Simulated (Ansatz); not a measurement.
The cluster Rb₂Cl₂. Total charge 0; triplet. Geometry B3LYP-D4/def2-TZVP; atoms count from 1.

```csv
atom,x (Å),y (Å),z (Å)
Rb1,-1.783,1.227,2.009
Rb2,1.779,-1.231,-2.010
Cl3,0.523,-0.796,0.950
Cl4,-0.519,0.799,-0.949
```

In the def2 sets Rb takes a core potential; there is no spin–orbit coupling. In the triplet, Cl3 and Cl4 lie 2.69 Å apart (atoms count from 1), so these atoms are partly bonded to each other. At PBE0-D4/def2-TZVP a singlet of charge 0 lies 4.06 eV below the triplet, each at its own geometry. The structure comes from a short search, and lower isomers may exist.

Q: Estimate the Mulliken populations from the PBE0/def2-TZVP orbitals of Ansatz.

A: 
```json
{"atom": "Rb1", "charge (e)": "0.40", "spin (α − β)": "0.50"}
{"atom": "Rb2", "charge (e)": "0.40", "spin (α − β)": "0.50"}
{"atom": "Cl3", "charge (e)": "-0.40", "spin (α − β)": "0.50"}
{"atom": "Cl4", "charge (e)": "-0.40", "spin (α − β)": "0.50"}
```
Mulliken values and Mayer orders depend strongly on the basis.

Q: Where does the spin sit?

A: Summed by element: Rb 0.99, Cl 1.01, of 2 unpaired in all. Largest on single atoms: Cl3 0.50, Cl4 0.50, Rb1 0.50.
